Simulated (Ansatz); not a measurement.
Total energies of the cluster Pb₃Se₂F₂ from Ansatz at PBE0-D4/def2-TZVP, gas phase (1 Eh = 27.2114 eV = 2625.5 kJ/mol). The reference geometry is relaxed at PBE-D4/def2-SVP.

```
atom   x (Å)   y (Å)   z (Å)
 Pb1   1.495  -1.784   0.135
 Pb2   0.297   1.292  -0.942
 Pb3  -1.941  -0.158   1.282
 Se4  -1.001  -1.320  -1.129
 Se5   0.791   0.403   1.798
  F6  -1.836   1.737   0.102
  F7   2.196  -0.170  -1.245
```

| state | geometry | energy (Eh) |
| --- | --- | --- |
| charge 0 singlet | reference | -5581.10928 |
| charge 1 doublet | reference | -5580.80996 |
| free Pb atom (triplet) | – | -192.83692 |
| free Se atom (triplet) | – | -2401.20505 |
| free F atom (doublet) | – | -99.67617 |

In the def2 sets Pb takes a core potential; there is no spin–orbit coupling.

(1) Work out the vertical ionisation energy to the doublet.

(2) What is the binding energy per atom against free atoms?

(1) E(charge 1 doublet) − E(charge 0 singlet) = -5580.80996 − (-5581.10928) = 0.29932 Eh = 8.14 eV. For comparison, −ε of the highest occupied level is 6.60 eV at this level, 1.54 eV less.

(2) Atoms: 3 × (-192.83692) + 2 × (-2401.20505) + 2 × (-99.67617) = -5580.27320 Eh. Binding: -5580.27320 − (-5581.10928) = 0.83608 Eh = 22.75 eV, or 3.25 eV for each of 7 atoms (no zero-point energy, no counterpoise term).

The structure comes from a short search, and lower isomers may exist.
